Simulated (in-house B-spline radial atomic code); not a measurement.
A fraction x of an electron is removed from 2p in the fluorine ion F⁺, starting from [He] 2s2 2p4 and keeping the highest spin. Method: non-relativistic PBE0, spin-polarised, spherical fractional occupations, point nucleus. Calculated with a B-spline radial code for spherical atoms.

Caution: exact exchange at fractional occupations of open shells leaves self-interaction of up to several eV.

```csv
x,E(x) - E(0) (eV),2p down level (eV)
0,0.0000,-25.005
0.06,1.5280,-25.930
0.25,6.7364,-28.909
0.32,8.7990,-30.025
0.42,11.8820,-31.637
0.5,14.4650,-32.940
0.53,15.4606,-33.432
0.67,20.3029,-35.750
0.79,24.7135,-37.764
0.96,31.3788,-40.658
1,33.0189,-
```

The exact functional would give a straight line between the two integer points. Deviations E(x) - E(0) - x[E(1) - E(0)], in eV: -0.453 at x = 0.06, -1.518 at x = 0.25, -1.767 at x = 0.32, -1.986 at x = 0.42, -2.044 at x = 0.5, -2.039 at x = 0.53, -1.82 at x = 0.67, -1.371 at x = 0.79, -0.319 at x = 0.96.

The curve lies below the straight line by up to 2.044 eV (at x = 0.5): convex, the delocalisation error, to which spherically averaged exact exchange adds.

(1) How well does Slater's transition state (minus the level at half occupation) give the ionisation energy?

## Answers

(1) It gives 32.940 eV against 33.019 eV from the two total energies; NIST lists 34.97 eV, ground level to ground level. The end point has an open shell averaged over its orbitals, so its exact exchange keeps a self-interaction and this is no true integer point.
